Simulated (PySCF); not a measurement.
Job file and geometry (Å, from GFN2-xTB) of an NMR shielding run on `[AlH2-]1[Cl+][AlH-]([O]CC=C)[Cl+]1`, C3H8Al2Cl2O, GIAO PBE0/pcSseg-1 NMR shielding, non-relativistic, gas phase (PySCF 2.14.0, density-fitted response routines); density fitting, a coarse starting grid and PySCF grid level 2 are the driver's defaults:

```
$ OMP_NUM_THREADS=1 python probes_run.py task.json out

{"job": {"kind": "nmr", "xc": "PBE0", "basis": "pcSseg-1"}, "charge": 0, "multiplicity": 1}
C     -2.428972     0.873221     0.402996
C     -2.580905    -0.277724    -0.220985
C     -1.479698    -1.067643    -0.867606
O     -0.232929    -0.452805    -0.821008
Al     1.145968     0.429317    -0.812868
Cl     2.913096    -0.718350    -0.114659
Al     3.332751     0.842875     1.337102
Cl     1.469384     1.857057     0.847038
H     -1.460340     1.343935     0.487705
H     -3.257473     1.394112     0.849263
H     -3.551216    -0.747276    -0.308683
H     -1.416648    -2.049648    -0.377530
H     -1.744552    -1.239445    -1.920182
H      1.572780     1.132897    -2.086482
H      3.200947     0.249072     2.755814
H      4.510208     1.706831     0.838673
```

Q: What does the program print?

A: 
```
coarse grid: 15800 points
cycle   1  E = -1598.7612551125  dE =  9.543e-01  |g| = 7.779e-01  |ddm| = 3.659e+00
cycle   2  E = -1598.5653927047  dE =  1.959e-01  |g| = 1.280e+00  |ddm| = 1.679e+00
cycle   3  E = -1598.8754620083  dE = -3.101e-01  |g| = 1.339e-01  |ddm| = 1.202e+00
cycle   4  E = -1598.8788303291  dE = -3.368e-03  |g| = 4.509e-02  |ddm| = 1.468e-01
cycle   5  E = -1598.8792977928  dE = -4.675e-04  |g| = 1.066e-02  |ddm| = 4.293e-02
cycle   6  E = -1598.8793181574  dE = -2.036e-05  |g| = 5.483e-03  |ddm| = 1.226e-02
cycle   7  E = -1598.8793257285  dE = -7.571e-06  |g| = 9.130e-04  |ddm| = 4.587e-03
final grid: 135080 points
cycle   8  E = -1598.9347158423  dE = -3.283e-05  |g| = 1.041e-02  |ddm| = 2.161e-02
cycle   9  E = -1598.9346973506  dE =  1.849e-05  |g| = 1.445e-02  |ddm| = 1.591e-02
cycle  10  E = -1598.9347351419  dE = -3.779e-05  |g| = 1.766e-03  |ddm| = 1.017e-02
cycle  11  E = -1598.9347357520  dE = -6.102e-07  |g| = 2.947e-04  |ddm| = 1.602e-03
cycle  12  E = -1598.9347357714  dE = -1.938e-08  |g| = 5.778e-05  |ddm| = 2.477e-04
cycle  13  E = -1598.9347357719  dE = -4.611e-10  |g| = 3.509e-05  |ddm| = 7.082e-05
cycle  14  E = -1598.9347357722  dE = -3.088e-10  |g| = 7.233e-06  |ddm| = 3.080e-05
converged SCF energy = -1598.9347357722

GIAO shielding tensors (ppm)
atom      isotropic    diamagn.    paramagn.     s11        s22        s33       span
  0 C       70.710     255.952    -185.242    -43.328     76.666    178.790    222.117
  1 C       39.872     259.199    -219.326    -80.550     50.622    149.545    230.094
  2 C      116.076     238.748    -122.672     93.947    101.879    152.402     58.455
  3 O      290.073     403.054    -112.981    255.728    300.118    314.373     58.645
  4 Al     484.944     796.444    -311.500    436.639    462.613    555.580    118.941
  5 Cl     898.175    1151.517    -253.342    808.609    875.287   1010.630    202.021
  6 Al     417.322     795.370    -378.048    364.342    381.771    505.854    141.512
  7 Cl     894.435    1152.764    -258.329    800.960    877.280   1005.064    204.104
  8 H       26.127      34.661      -8.533     23.036     26.735     28.611      5.575
  9 H       26.120      28.370      -2.250     24.556     25.023     28.780      4.224
 10 H       25.471      28.544      -3.073     24.310     25.063     27.040      2.730
 11 H       26.663      28.901      -2.237     21.242     26.011     32.738     11.496
 12 H       26.635      27.532      -0.897     21.118     25.791     32.996     11.878
 13 H       27.692      29.605      -1.913     23.781     25.171     34.125     10.344
 14 H       27.197      29.016      -1.819     23.943     24.251     33.396      9.453
 15 H       27.186      27.905      -0.720     23.942     24.299     33.315      9.373
```

Size and cost of the density-fitted run: 204 basis functions, 32 s wall time on 1 thread of an Arm Neoverse V2, shared host; peak memory 0.92 GiB.
